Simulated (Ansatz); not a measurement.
Consider the cleavage of the Si–Al bond: `F[CH]1[CH2][Al]1[SiH3]` + `CC(N)O` → `CC(O)N[SiH3]` + `F[CH]1[CH2][AlH]1`.

Gas-phase electronic energies from Ansatz, PBE0-D4/def2-TZVP geometries. CBS: MP2 limit from def2 TZ/QZ plus the TZ coupled-cluster correction, frozen cores. Functionals use def2-TZVPP. B3LYP here is the variant with VWN-RPA as its local correlation; programs differ in this. One conformer a species, not always the lowest.

| level | ΔE (kcal/mol) | difference from CCSD(T)/CBS |
| --- | --- | --- |
| PBE-D4 | -1.7 | 4.7 |
| PBE0-D4 | -3.2 | 3.2 |
| B3LYP-D4 | -6.6 | -0.2 |
| ωB97M-V | -7.9 | -1.5 |
| B2PLYP | -6.5 | -0.1 |
| PBE | -0.8 | 5.6 |
| r2SCAN | -4.4 | 2.0 |
| PBE0 | -2.4 | 4.0 |
| MP2/def2-TZVPP | -8.2 | -1.8 |
| SCS-MP2/def2-TZVPP | -8.5 | -2.1 |
| CCSD/def2-TZVPP | -6.4 | 0.0 |
| HF/def2-QZVPP | -9.6 | -3.2 |
| MP2/def2-QZVPP | -8.6 | -2.2 |
| HF/CBS(def2) | -9.6 | -3.2 |
| MP2/CBS(def2) | -8.7 | -2.3 |
| CCSD/CBS(def2) | -6.9 | -0.5 |
| CCSD(T)/CBS | -6.4 | 0 |

Largest T1 diagnostic among the species: 0.014.

In def2-TZVPP, CCSD(T) changes the Hartree–Fock value by +3.4 kcal/mol (the triples alone add +0.5 kcal/mol) and MP2 by +1.0 kcal/mol. From PBE to PBE0 (25 % exact exchange), in def2-TZVPP and without D4, ΔE moves by −1.7 kcal/mol.
